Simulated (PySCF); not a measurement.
Gas-phase reaction: 2 Sb(CH₃)₃ ⇌ 2 Sb + 3 C₂H₆, at 1800 K and a standard pressure of 1 bar. Level: ωB97X-V/def2-TZVP†.

Computed with PySCF and rigid-rotor harmonic-oscillator thermochemistry at 1 bar. † marks an energy on the PBE0/def2-TZVP geometry and frequencies. Open shells (unrestricted): Sb (multiplicity 4); the rest are closed-shell singlets. Sb: scalar-relativistic def2 core potential, no spin-orbit coupling. The harmonic model lacks anharmonicity and excited electronic states, which grow with temperature; levels with a mode under 35 cm⁻¹ are left out. Internal rotation in C₂H₆ is treated as a harmonic vibration of one conformer, which makes the entropy rough. Soft modes under 120 cm⁻¹ make the harmonic entropy rough for Sb(CH₃)₃.

```
species       E (Ha)  H(1800 K) − E (kJ/mol)  S°(1800 K) (J/mol/K)
--------  ----------  ----------------------  --------------------
Sb(CH₃)₃  -359.97828                   634.4                 708.4
Sb        -240.18536                    37.4                 217.6
C₂H₆       -79.82931                   385.3                 411.4
```
E: electronic energy; H − E holds the zero-point and thermal terms. 1 Ha = 2625.5 kJ/mol.

Q: Work out ΔH°, ΔS°, ΔG° and log10 K from these numbers.

A: 1. ΔE = 2×(-240.18536) + 3×(-79.82931) − 2×(-359.97828) = 0.09791 Ha = 257.1 kJ.
2. Δ(H − E) = 2×(37.4) + 3×(385.3) − 2×(634.4) = -38.1 kJ, so ΔH° = 219.0 kJ.
3. ΔS° = 2×(217.6) + 3×(411.4) − 2×(708.4) = 252.6 J/K; the number of gas molecules changes by +3.
4. ΔG° = ΔH° − TΔS° = 219.0 − 1800×(252.6)/1000 = -235.7 kJ.
5. log10 K = −ΔG°/(RT ln 10) = 6.84, with RT ln 10 = 34.46 kJ/mol; at standard pressures the products are favoured.
6. A shift of 10 kJ in ΔE would move log10 K by 0.29 here.
For scale, ΔH°(298 K) is 277 kJ at this level, 231 kJ at ωB97M-V/def2-TZVP†, and runs from -128 to 392 kJ over the 16 levels computed.
